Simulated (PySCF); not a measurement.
Electron correlation in Co³⁺ (cobalt, charge +3)

[Ar] 3d6, high-spin 5D determinant. All numbers are calculated (PySCF 2.14, scalar relativity by spin-free X2C-1e, in aug-cc-pVTZ-DK). Frozen: [Ar]; 6 electrons correlated.

```json
{"level": "CCSD", "correlation energy (mhartree)": "-121.59"}
{"level": "(T)", "correlation energy (mhartree)": "-1.33"}
{"level": "CCSD(T)", "correlation energy (mhartree)": "-122.92"}
```

Diagnostics: T1 = 0.0033, D1 = 0.0055, largest double amplitude 0.016.

**Question.** Is a single reference adequate?

**Answer.** Yes: T1 lies below 0.03 and no double amplitude reaches 0.07.
